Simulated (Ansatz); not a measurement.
Geometry optimisation of CH5ClGeOS (`C[O][GeH]([SH])[Cl]`).

```yaml
crystal:
  periodic: [false, false, false]
  atoms:
    - {symbol: C, position_ang: [-0.497330, -1.667210, 0.123160]}
    - {symbol: O, position_ang: [0.658790, -0.867540, -0.045080]}
    - {symbol: Ge, position_ang: [0.810130, 0.872570, -0.002840]}
    - {symbol: S, position_ang: [-0.633220, 1.816930, -1.414170]}
    - {symbol: Cl, position_ang: [0.433590, 1.586040, 1.964400]}
    - {symbol: H, position_ang: [-0.175230, -2.706720, 0.044940]}
    - {symbol: H, position_ang: [-0.954990, -1.503460, 1.100780]}
    - {symbol: H, position_ang: [-1.237160, -1.459750, -0.654070]}
    - {symbol: H, position_ang: [2.276190, 0.960820, -0.357170]}
    - {symbol: H, position_ang: [-0.680770, 2.968300, -0.759950]}
basis:
  gaussian: {orbitals: def2-TZVP}
hamiltonian: {xc: pbe0, dispersion: d4}
relax: {f_tol: 0.005, max_steps: 150}
```

```sh
$ ansatz run in.yaml --threads 2 --pin off --events-out ev --progress --plain --max-ram 22528MiB --backend cuda --devices 0, --max-vram 18GiB
```

It prints (some lines left out):

```
Functional definition: PBE0
mean field -83027.58986609 eV, -3051.2076494571 hartree, gradient 5.6e-5 eV, S^2 0.000000; 0 other end points of the search recorded, 0 dependent functions left out
relax step   1: F+E_penalty+E_count = -83027.82092503 eV  Δ(F+E_penalty+E_count) = +0.000e0 eV  max|allowed force component| = 5.630e-1 eV/Å  Δτ_max = 0.0000 Å  (28 SCF iters, accepted)
mean field -83027.65117654 eV, -3051.2099025747 hartree, gradient 1.7e-5 eV, S^2 0.000000; 0 other end points of the search recorded, 0 dependent functions left out
relax step   2: F+E_penalty+E_count = -83027.88415868 eV  Δ(F+E_penalty+E_count) = -6.323e-2 eV  max|allowed force component| = 2.407e-1 eV/Å  Δτ_max = 0.1943 Å  (32 SCF iters, accepted)
mean field -83027.65861936 eV, -3051.2101760932 hartree, gradient 2.2e-5 eV, S^2 0.000000; 0 other end points of the search recorded, 0 dependent functions left out
relax step   3: F+E_penalty+E_count = -83027.89259412 eV  Δ(F+E_penalty+E_count) = -8.435e-3 eV  max|allowed force component| = 3.735e-1 eV/Å  Δτ_max = 0.0928 Å  (30 SCF iters, accepted)
mean field -83027.66935384 eV, -3051.2105705779 hartree, gradient 1.8e-5 eV, S^2 0.000000; 0 other end points of the search recorded, 0 dependent functions left out
relax step   4: F+E_penalty+E_count = -83027.90421276 eV  Δ(F+E_penalty+E_count) = -1.162e-2 eV  max|allowed force component| = 2.471e-1 eV/Å  Δτ_max = 0.0426 Å  (31 SCF iters, accepted)
mean field -83027.67546333 eV, -3051.2107950975 hartree, gradient 1.9e-5 eV, S^2 0.000000; 0 other end points of the search recorded, 0 dependent functions left out
relax step   5: F+E_penalty+E_count = -83027.91227349 eV  Δ(F+E_penalty+E_count) = -8.061e-3 eV  max|allowed force component| = 9.829e-2 eV/Å  Δτ_max = 0.0681 Å  (31 SCF iters, accepted)
mean field -83027.67636464 eV, -3051.2108282201 hartree, gradient 1.7e-5 eV, S^2 0.000000; 0 other end points of the search recorded, 0 dependent functions left out
relax step   6: F+E_penalty+E_count = -83027.91356523 eV  Δ(F+E_penalty+E_count) = -1.292e-3 eV  max|allowed force component| = 6.601e-2 eV/Å  Δτ_max = 0.0291 Å  (31 SCF iters, accepted)
mean field -83027.67805558 eV, -3051.2108903611 hartree, gradient 1.9e-5 eV, S^2 0.000000; 0 other end points of the search recorded, 0 dependent functions left out
relax step   7: F+E_penalty+E_count = -83027.91490918 eV  Δ(F+E_penalty+E_count) = -1.344e-3 eV  max|allowed force component| = 8.939e-2 eV/Å  Δτ_max = 0.0589 Å  (30 SCF iters, accepted)
mean field -83027.67938597 eV, -3051.2109392520 hartree, gradient 1.9e-5 eV, S^2 0.000000; 0 other end points of the search recorded, 0 dependent functions left out
relax step   8: F+E_penalty+E_count = -83027.91639601 eV  Δ(F+E_penalty+E_count) = -1.487e-3 eV  max|allowed force component| = 7.071e-2 eV/Å  Δτ_max = 0.0575 Å  (30 SCF iters, accepted)
mean field -83027.67953492 eV, -3051.2109447258 hartree, gradient 1.8e-5 eV, S^2 0.000000; 0 other end points of the search recorded, 0 dependent functions left out
relax step   9: F+E_penalty+E_count = -83027.91656633 eV  Δ(F+E_penalty+E_count) = -1.703e-4 eV  max|allowed force component| = 9.864e-2 eV/Å  Δτ_max = 0.0392 Å  (32 SCF iters, accepted)
mean field -83027.67781885 eV, -3051.2108816614 hartree, gradient 1.8e-5 eV, S^2 0.000000; 0 other end points of the search recorded, 0 dependent functions left out
relax step  10: F+E_penalty+E_count = -83027.91475388 eV  Δ(F+E_penalty+E_count) = +1.812e-3 eV  max|allowed force component| = 1.002e-1 eV/Å  Δτ_max = 0.0226 Å  (31 SCF iters, rejected (line search))
mean field -83027.68043799 eV, -3051.2109779129 hartree, gradient 1.8e-5 eV, S^2 0.000000; 0 other end points of the search recorded, 0 dependent functions left out
relax step  11: F+E_penalty+E_count = -83027.91747316 eV  Δ(F+E_penalty+E_count) = -9.068e-4 eV  max|allowed force component| = 2.822e-2 eV/Å  Δτ_max = 0.0110 Å  (33 SCF iters, accepted)
mean field -83027.68049323 eV, -3051.2109799430 hartree, gradient 2.6e-5 eV, S^2 0.000000; 0 other end points of the search recorded, 0 dependent functions left out
relax step  12: F+E_penalty+E_count = -83027.91759270 eV  Δ(F+E_penalty+E_count) = -1.195e-4 eV  max|allowed force component| = 1.990e-1 eV/Å  Δτ_max = 0.0976 Å  (30 SCF iters, accepted)
mean field -83027.68157437 eV, -3051.2110196744 hartree, gradient 1.9e-5 eV, S^2 0.000000; 0 other end points of the search recorded, 0 dependent functions left out
relax step  13: F+E_penalty+E_count = -83027.91885957 eV  Δ(F+E_penalty+E_count) = -1.267e-3 eV  max|allowed force component| = 8.387e-2 eV/Å  Δτ_max = 0.0575 Å  (30 SCF iters, accepted)
mean field -83027.68279138 eV, -3051.2110643986 hartree, gradient 1.9e-5 eV, S^2 0.000000; 0 other end points of the search recorded, 0 dependent functions left out
relax step  14: F+E_penalty+E_count = -83027.91953349 eV  Δ(F+E_penalty+E_count) = -6.739e-4 eV  max|allowed force component| = 3.286e-2 eV/Å  Δτ_max = 0.0501 Å  (30 SCF iters, accepted)
mean field -83027.68361228 eV, -3051.2110945659 hartree, gradient 1.9e-5 eV, S^2 0.000000; 0 other end points of the search recorded, 0 dependent functions left out
relax step  15: F+E_penalty+E_count = -83027.92077248 eV  Δ(F+E_penalty+E_count) = -1.239e-3 eV  max|allowed force component| = 5.323e-2 eV/Å  Δτ_max = 0.0753 Å  (30 SCF iters, accepted)
mean field -83027.68334388 eV, -3051.2110847027 hartree, gradient 2.1e-5 eV, S^2 0.000000; 0 other end points of the search recorded, 0 dependent functions left out
relax step  16: F+E_penalty+E_count = -83027.92082663 eV  Δ(F+E_penalty+E_count) = -5.416e-5 eV  max|allowed force component| = 1.457e-1 eV/Å  Δτ_max = 0.0924 Å  (30 SCF iters, accepted)
mean field -83027.68418659 eV, -3051.2111156716 hartree, gradient 1.8e-5 eV, S^2 0.000000; 0 other end points of the search recorded, 0 dependent functions left out
relax step  17: F+E_penalty+E_count = -83027.92167195 eV  Δ(F+E_penalty+E_count) = -8.453e-4 eV  max|allowed force component| = 6.743e-2 eV/Å  Δτ_max = 0.0119 Å  (32 SCF iters, accepted)
mean field -83027.68393878 eV, -3051.2111065648 hartree, gradient 1.8e-5 eV, S^2 0.000000; 0 other end points of the search recorded, 0 dependent functions left out
relax step  18: F+E_penalty+E_count = -83027.92176256 eV  Δ(F+E_penalty+E_count) = -9.062e-5 eV  max|allowed force component| = 2.224e-2 eV/Å  Δτ_max = 0.0511 Å  (30 SCF iters, accepted)
mean field -83027.68437657 eV, -3051.2111226530 hartree, gradient 1.8e-5 eV, S^2 0.000000; 0 other end points of the search recorded, 0 dependent functions left out
relax step  19: F+E_penalty+E_count = -83027.92208151 eV  Δ(F+E_penalty+E_count) = -3.190e-4 eV  max|allowed force component| = 1.748e-2 eV/Å  Δτ_max = 0.0159 Å  (32 SCF iters, accepted)
mean field -83027.68446260 eV, -3051.2111258146 hartree, gradient 1.8e-5 eV, S^2 0.000000; 0 other end points of the search recorded, 0 dependent functions left out
relax step  20: F+E_penalty+E_count = -83027.92220713 eV  Δ(F+E_penalty+E_count) = -1.256e-4 eV  max|allowed force component| = 3.155e-2 eV/Å  Δτ_max = 0.0313 Å  (32 SCF iters, accepted)
mean field -83027.68448719 eV, -3051.2111267183 hartree, gradient 1.8e-5 eV, S^2 0.000000; 0 other end points of the search recorded, 0 dependent functions left out
relax step  21: F+E_penalty+E_count = -83027.92231601 eV  Δ(F+E_penalty+E_count) = -1.089e-4 eV  max|allowed force component| = 2.008e-2 eV/Å  Δτ_max = 0.0287 Å  (32 SCF iters, accepted)
mean field -83027.68454657 eV, -3051.2111289007 hartree, gradient 1.8e-5 eV, S^2 0.000000; 0 other end points of the search recorded, 0 dependent functions left out
relax step  22: F+E_penalty+E_count = -83027.92238070 eV  Δ(F+E_penalty+E_count) = -6.469e-5 eV  max|allowed force component| = 1.477e-2 eV/Å  Δτ_max = 0.0196 Å  (32 SCF iters, accepted)
mean field -83027.68454770 eV, -3051.2111289419 hartree, gradient 1.8e-5 eV, S^2 0.000000; 0 other end points of the search recorded, 0 dependent functions left out
relax step  23: F+E_penalty+E_count = -83027.92243270 eV  Δ(F+E_penalty+E_count) = -5.200e-5 eV  max|allowed force component| = 7.534e-3 eV/Å  Δτ_max = 0.0222 Å  (32 SCF iters, accepted)
mean field -83027.68457948 eV, -3051.2111301101 hartree, gradient 1.8e-5 eV, S^2 0.000000; 0 other end points of the search recorded, 0 dependent functions left out
relax step  24: F+E_penalty+E_count = -83027.92245441 eV  Δ(F+E_penalty+E_count) = -2.171e-5 eV  max|allowed force component| = 4.461e-3 eV/Å  Δτ_max = 0.0101 Å  (32 SCF iters, accepted)
mean field -83027.68459068 eV, -3051.2111305217 hartree, gradient 1.8e-5 eV, S^2 0.000000; 0 other end points of the search recorded, 0 dependent functions left out
relax step  25: F+E_penalty+E_count = -83027.92246463 eV  Δ(F+E_penalty+E_count) = -1.022e-5 eV  max|allowed force component| = 4.155e-3 eV/Å  Δτ_max = 0.0056 Å  (32 SCF iters, accepted)
mean field -83027.68460635 eV, -3051.2111310974 hartree, gradient 1.8e-5 eV, S^2 0.000000; 0 other end points of the search recorded, 0 dependent functions left out
relax step  26: F+E_penalty+E_count = -83027.92246954 eV  Δ(F+E_penalty+E_count) = -4.911e-6 eV  max|allowed force component| = 3.805e-3 eV/Å  Δτ_max = 0.0060 Å  (33 SCF iters, accepted)
mean field -83027.68460635 eV, -3051.2111310974 hartree, gradient 4.7e-5 eV, S^2 0.000000; 1 other end points of the search recorded, 0 dependent functions left out
Total energy: -83027.92250064 eV, -3051.2198735513 hartree
Atom 0 at    -0.525536    -1.484774     0.116435 Å, force    -0.003806     0.001531    -0.000958 eV/Å
Atom 1 at     0.761331    -0.931606    -0.066919 Å, force     0.002444    -0.001362    -0.000126 eV/Å
Atom 2 at     0.988300     0.811300    -0.050721 Å, force     0.000564    -0.000081     0.001529 eV/Å
Atom 3 at    -0.325388     1.836538    -1.503931 Å, force    -0.001193     0.000081    -0.000207 eV/Å
Atom 4 at     0.454766     1.533364     1.907581 Å, force     0.000048    -0.000491    -0.001702 eV/Å
Atom 5 at    -0.439943    -2.564729    -0.014514 Å, force     0.001087     0.001018    -0.000328 eV/Å
Atom 6 at    -0.908969    -1.284172     1.122769 Å, force    -0.000351     0.000153    -0.001159 eV/Å
Atom 7 at    -1.240491    -1.099370    -0.619492 Å, force     0.000913    -0.001527     0.002486 eV/Å
Atom 8 at     2.470534     1.040790    -0.327028 Å, force     0.002199    -0.000465     0.000507 eV/Å
Atom 9 at    -1.234604     2.142640    -0.564180 Å, force    -0.001906     0.001143    -0.000042 eV/Å
Dipole moment:    -0.144305    -0.057618    -0.085360 e Å
```

Hardware: 2 threads of an AMD EPYC 7R13 on a shared host and a share of an NVIDIA H100 80 GB. Wall time 79 s, peak host memory 0.93 GiB.
